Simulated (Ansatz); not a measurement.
Computed with Ansatz on PBE0-D4/def2-TZVP structures; ΔE is electronic, products minus reactants. CCSD(T)/CBS adds triple-zeta CCSD(T) − MP2 to the extrapolated MP2 energy (def2 sets, frozen cores). DFT in def2-TZVPP. HSE06 is defined as in plane-wave codes. Each species was taken in one conformer, which may not be the lowest.

`C[Si](C)(C)OBF` + `NCS` → `C[Si](C)(C)N` + `FBOCS`  (formal exchange of groups at the Si–O bond)

```json
{"level": "r2SCAN0-D4", "ΔE (kcal/mol)": "15.3"}
{"level": "r2SCAN", "ΔE (kcal/mol)": "14.6"}
{"level": "PBE0", "ΔE (kcal/mol)": "14.4"}
{"level": "HSE06", "ΔE (kcal/mol)": "14.4"}
{"level": "CCSD/def2-SVP", "ΔE (kcal/mol)": "15.1"}
{"level": "HF/def2-TZVPP", "ΔE (kcal/mol)": "16.4"}
{"level": "HF/CBS(def2)", "ΔE (kcal/mol)": "16.7"}
{"level": "CCSD/CBS(def2)", "ΔE (kcal/mol)": "15.9"}
```

**Question.** What does CCSD(T)/CBS give? (Best estimate.)

**Answer.** The calculation gave: +15.6 kcal/mol. The listed levels differ from it by -0.3, -1.0, -1.2, -1.2, -0.5, 0.8, 1.1, 0.3 kcal/mol.

Largest T1 diagnostic among the species: 0.013.

Leaving LDA and LC-ωPBE aside and taking each functional with its dispersion term where it has one, the values, not all of them listed here, spread over 2.2 kcal/mol, from revPBE-D4 to BHLYP-D4. From PBE to PBE0 (25 % exact exchange), in def2-TZVPP and without D4, ΔE moves by +0.9 kcal/mol.
